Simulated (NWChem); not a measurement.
System: Si2H3O2F; SMILES F[SiH]1O[SiH2]O1

Here is an NWChem input.

```
start job
memory heap 200 mb stack 900 mb global 1100 mb
geometry units angstroms noautosym nocenter noautoz
  F     -0.575076     2.050960     0.000000
  Si     0.458289     0.820515     0.000000
  O      0.118714    -0.313114    -1.192773
  Si    -0.240779    -1.473984     0.000000
  O      0.118714    -0.313114     1.192773
  H      1.814608     1.391215     0.000000
  H      0.696998    -2.624269     0.000000
  H     -1.657440    -1.915752     0.000000
end
basis spherical
  * library 6-31g*
end
dft
  xc b3lyp
  iterations 150
end
property
  shielding 7 1 2 3 4 6 7 8
end
task dft property
```

Coordinates come from a PBE0/def2-SVP optimisation.

GIAO values for the isolated, static molecule; σ is the absolute isotropic shielding, δ = σ(reference) − σ with the isolated reference molecule computed at the same levels (19F: trichlorofluoromethane, 1H: tetramethylsilane, 17O: water, 29Si: tetramethylsilane).

Atoms are numbered as in the input.

Question: Give the results of this calculation. (B3LYP/6-31G* (spherical d), GIAO.) Quantities: δ F1 (ppm); δ Si2 (ppm); δ O3 (ppm); δ Si4 (ppm); δ H6 (ppm); δ H7 (ppm); δ H8 (ppm).

Answer: 
| Quantity | Result |
|---|---|
| δ F1 (ppm) | -98.1 |
| δ Si2 (ppm) | -19.8 |
| δ O3 (ppm) | 108.2 |
| δ Si4 (ppm) | 24.2 |
| δ H6 (ppm) | 5.34 |
| δ H7 (ppm) | 5.76 |
| δ H8 (ppm) | 5.82 |
